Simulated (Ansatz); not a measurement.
Consider the formal exchange of groups at the In–S bond: `[F][InH][SH]` + `CI` → `[F][InH][CH2]I` + H₂S.

Gas-phase electronic energies from Ansatz, PBE0-D4/def2-TZVP geometries. CCSD(T)/CBS adds triple-zeta CCSD(T) − MP2 to the extrapolated MP2 energy (def2 sets, frozen cores). This one scheme is used for every species. Elements past krypton have def2 core potentials. For I, In outer-core shells are correlated without core-valence functions, which leaves a few kJ/mol of doubt a bond. Each species was taken in one conformer, which may not be the lowest.

```
         species  CCSD(T)/CBS(def2) energy (Eh)
  `[F][InH][SH]`                     -688.63795
            `CI`                     -337.29646
`[F][InH][CH2]I`                     -626.92324
             H₂S                     -398.97279
```

(1) Work out ΔE.

Largest T1 diagnostic among the species: 0.016.

## Answers

(1) ΔE = (-626.92324) + (-398.97279) − (-688.63795) − (-337.29646) = 0.03838 Eh = +1.04 eV.

The D4 term adds −0.04 eV with B3LYP and −0.02 eV with PBE0; it sums over pairs of atoms, weighted by their polarisabilities, and B3LYP, whose exchange is more repulsive, gets the larger term. From BLYP to BHLYP (50 % exact exchange), in def2-TZVPP and without D4, ΔE moves by +0.06 eV. In def2-TZVPP, CCSD(T) changes the Hartree–Fock value by −0.23 eV (the triples alone add −0.02 eV) and MP2 by −0.24 eV.

B3LYP here is the variant with VWN-RPA as its local correlation; programs differ in this.
